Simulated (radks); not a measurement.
Q: Coherent X-ray form factor from a spherical all-electron density. Calculated with a radial shooting solver on a logarithmic mesh with Libxc functionals: non-relativistic Kohn-Sham, exchange-only LDA, spin-polarised, spherical densities, point nucleus.

sin(theta)/lambda (1/angstrom),f0 (electrons)
0.05,22.595
0.1,21.498
0.15,19.974
0.2,18.274
0.25,16.569
0.3,14.960
0.4,12.211
0.5,10.168
0.6,8.746
0.8,7.096
1,6.131
1.25,5.121
1.5,4.171
2,2.688

The species is in the configuration that NIST lists as its ground one. Which atom or ion scatters so?

A: The chromium ion Cr+, [Ar] 3d5. Extrapolating in s^2 from the first two rows gives f0(0) = 23.0, near the electron count 23; among species with that count, the fall with angle is slower the higher Z, and the table is that of Z = 24; from so few rows the species is fixed only to a neighbour or two.
